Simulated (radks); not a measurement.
Results of a calculation; reference values are marked as such.
Problem. Ionisation of the fluorine ion F3+, [He] 2s2 2p2, to F4+, [He] 2s2 2p1, under several functionals. Scalar-relativistic Kohn-Sham, spin-unpolarised, spherical densities, finite nucleus; a radial shooting solver on a logarithmic mesh with Libxc functionals. The NIST Atomic Spectra Database gives 87.18 eV (semi-empirical). Rank these functionals by the error of their Delta-SCF ionisation energy: exchange-only r2SCAN; MS2 meta-GGA; PBE; LDA (Slater exchange, Perdew-Wang correlation); B86b exchange with PBE correlation; LDA (Slater exchange, Perdew-Zunger correlation); BP86.

Solution. From best to worst: B86b exchange with PBE correlation 85.896 eV (-1.279); LDA (Slater exchange, Perdew-Wang correlation) 85.877 eV (-1.298); BP86 85.872 eV (-1.303); LDA (Slater exchange, Perdew-Zunger correlation) 85.867 eV (-1.308); PBE 85.802 eV (-1.373); MS2 meta-GGA 85.469 eV (-1.706); exchange-only r2SCAN 84.415 eV (-2.760). Spin polarisation and multiplet splitting are left out, so open shells lie too high by an amount that depends on their filling.

Beside tabulated values, note that spin-unpolarised runs miss the spin-polarisation part of the exchange energy of open shells.
